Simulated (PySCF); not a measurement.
ZrF₃, SMILES [F][Zr]([F])[F] (connectivity only; charge and spin as stated), neutral, multiplicity 2.

The structure is a stationary point at B3LYP-D3(BJ)/def2-TZVP. The spin state was assumed, not searched. The isomer is the one that the SMILES or the coordinates give; other isomers of the formula were not compared. The def2 effective core potentials stand for the cores of Zr; spin–orbit coupling is left out.

Two levels are set side by side: PBE/def2-TZVPD (PySCF) and PBE0/def2-TZVPD (PySCF). Same geometry, gas phase. Differences are taken from unrounded values.

```csv
quantity,PBE
α-spin orbital gap (eV),1.89
β-spin orbital gap (eV),6.54
mean polarisability (bohr³),51.6
```

### Question
These are the PBE values. What does PBE0 give? (An estimate is asked for; the answer gives what the named calculation found.)

### Answer

```
quantity                     PBE0  PBE minus PBE0
---------------------------  ----  --------------
α-spin orbital gap (eV)      4.10           -2.21
β-spin orbital gap (eV)      9.36           -2.82
mean polarisability (bohr³)  46.4             5.3
```

PBE's more diffuse valence density responds more strongly to a field. Differences between two approximate levels are no errors against the true value.

Rough cost on one machine, each run with all the roots and properties that it gave: PBE0 against PBE within a factor of 2.
